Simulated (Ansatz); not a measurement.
def2 core potentials replace the inner electrons of Te.

Cartesian coordinates (Å):
```xyz
7

O      1.8501    -0.8123    -0.6262
Te     0.6205    -1.0761     0.9367
C     -0.9479     0.2576     0.1439
F     -0.4806     1.4882    -0.0926
F     -1.4912    -0.1903    -0.9875
F     -1.9139     0.3418     1.0727
H      2.3633    -0.0089    -0.4471
```
Charge 0, multiplicity 1.

Method: frozen-core CCSD(T)/def2-TZVPP // B3LYP-D3(BJ)/def2-SVP in Ansatz (a program for electronic structure).

```
Property                       Result
----------------------  -------------
HF energy               -678.78457 Ha
MP2 correlation energy    -1.60713 Ha
```

### Question
Estimate the CCSD correlation energy, the (T) correction, the total energy and the T1 diagnostic.

### Answer

```
Property                         Value
-----------------------  -------------
CCSD correlation energy    -1.58520 Ha
(T) correction             -0.05132 Ha
CCSD(T) total energy     -680.42108 Ha
T1 diagnostic                    0.014
```
